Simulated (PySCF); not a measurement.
# MnSi at PBE0

Computed with PBE0; basis Mn x2c-TZVPPall, Si x2c-TZVPPall; spin-free X2C with a Gaussian nucleus; PySCF 2.14.

- state: sextet, unpaired electrons σ ↑, π ↑↑, δ ↑↑, a mixture of terms (⟨Lz²⟩ = 2.0), a second solution, started from another occupation
- bond length: 2.383 Å
- harmonic wavenumber: 326 cm⁻¹
- force constant: 1.16 mdyn/Å
- rotational constant Be: 0.1601 cm⁻¹
- anharmonicity ωexe: 1.29 cm⁻¹
- vibration–rotation constant αe: 0.000890 cm⁻¹
- energy of the minimum from ground-state Mn (3d5 4s2) + Si: -0.72 eV
- bond order (Mayer): 1.74
- dipole moment (positive dipole means Mn(−)Si(+)): -3.16 D
